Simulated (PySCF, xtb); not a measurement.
C4H10BN, SMILES C=C(C)B(C)N. One conformer was computed; it need not be the lowest.

Harmonic wavenumbers (cm⁻¹) from GFN2-xTB (xtb 6.7.1) at its own minimum, in rising order: 48, 103, 151, 186, 224, 295, 407, 433, 485, 582, 613, 664, 694, 825, 866, 877, 906, 962, 1016, 1038, 1124, 1254, 1379, 1395, 1397, 1429, 1482, 1492, 1506, 1512, 1540, 1678, 3003, 3015, 3017, 3020, 3023, 3032, 3060, 3094, 3479, 3516.

### Question
What does PBE-D3(BJ)/def2-SVP (PySCF 2.14.0) give at its own minimum? (Estimate from the structure and the level; the computed values follow.)

### Answer
63, 138, 181, 202, 243, 303, 399, 440, 494, 528, 635, 646, 704, 820, 827, 864, 900, 935, 975, 1012, 1116, 1228, 1288, 1327, 1347, 1371, 1385, 1396, 1410, 1417, 1544, 1635, 2950, 2959, 3021, 3036, 3038, 3049, 3055, 3129, 3501, 3605. Paired by order, the mean absolute difference is 34 cm⁻¹ and the zero-point energies are 85.5 and 84.5 kcal/mol.
